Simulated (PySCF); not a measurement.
Isomers of C7H11NO2, mass 141.079 u with the commonest isotopes. Theory: PBE0/pcSseg-1 in PySCF (dipole) on a GFN2-xTB geometry, gas phase. One conformer each, none proved a minimum here; rigid rotors.

Question: Order these by rotational constant C, largest first.
A. `[CH3:1][O:2][C@H:3]1[CH2:4][C:5]([CH3:6])=[C:7]1[C:8]([NH2:9])=[O:10]` with C1–O2–C3–C4 77°, C5–C7–C8–N9 166°, C7–C8–N9–H -173° and -13°
B. `[CH3:1][O:2][CH2:3][C@@H:4]1[CH:5]=[CH:6][C@H:7]1[NH:8][CH:9]=[O:10]` with C1–O2–C3–C4 179°, O2–C3–C4–C5 -80°, C6–C7–N8–C9 -141°, C7–N8–C9–O10 2°
C. `[CH2:1]=[CH:2][O:3][C:4](=[CH2:5])[C:6](=[O:7])[N:8]([CH3:9])[CH3:10]` with C1–C2–O3–C4 -169°, C2–O3–C4–C5 -159°, O3–C4–C6–O7 -118°, C4–C6–N8–C9 -179°

Answer: C (886.5 MHz), A (707.4 MHz), B (571.9 MHz).

Question: Order these by dipole moment, largest first.
A. `[CH2:1]=[CH:2][O:3][C:4](=[CH2:5])[C:6](=[O:7])[N:8]([CH3:9])[CH3:10]` with C1–C2–O3–C4 -169°, C2–O3–C4–C5 -159°, O3–C4–C6–O7 -118°, C4–C6–N8–C9 -179°
B. `[CH3:1][O:2][CH2:3][C@@H:4]1[CH:5]=[CH:6][C@H:7]1[NH:8][CH:9]=[O:10]` with C1–O2–C3–C4 179°, O2–C3–C4–C5 -80°, C6–C7–N8–C9 -141°, C7–N8–C9–O10 2°
C. `[CH3:1][O:2][C@H:3]1[CH2:4][C:5]([CH3:6])=[C:7]1[C:8]([NH2:9])=[O:10]` with C1–O2–C3–C4 77°, C5–C7–C8–N9 166°, C7–C8–N9–H -173° and -13°

Answer: C (4.31 D), A (3.59 D), B (2.65 D).

Question: Order these by rotational constant A, largest first.
A. `[CH2:1]=[CH:2][O:3][C:4](=[CH2:5])[C:6](=[O:7])[N:8]([CH3:9])[CH3:10]` with C1–C2–O3–C4 -169°, C2–O3–C4–C5 -159°, O3–C4–C6–O7 -118°, C4–C6–N8–C9 -179°
B. `[CH3:1][O:2][CH2:3][C@@H:4]1[CH:5]=[CH:6][C@H:7]1[NH:8][CH:9]=[O:10]` with C1–O2–C3–C4 179°, O2–C3–C4–C5 -80°, C6–C7–N8–C9 -141°, C7–N8–C9–O10 2°
C. `[CH3:1][O:2][C@H:3]1[CH2:4][C:5]([CH3:6])=[C:7]1[C:8]([NH2:9])=[O:10]` with C1–O2–C3–C4 77°, C5–C7–C8–N9 166°, C7–C8–N9–H -173° and -13°

Answer: B (2217 MHz), C (1731 MHz), A (1658 MHz).

```tsv
SMILES	point group	Ia (u·Å²)	Ib (u·Å²)	Ic (u·Å²)	κ	μa (D)	μb (D)	μc (D)
CO[C@H]1CC(C)=C1C(N)=O	C1	291.91	451.15	714.39	-0.19	4.20	0.89	0.29
C=COC(=C)C(=O)N(C)C	C1	304.77	448.24	570.11	-0.38	0.40	2.66	2.37
COC[C@@H]1C=C[C@H]1NC=O	C1	227.99	721.09	883.70	-0.84	1.05	1.99	1.40
```
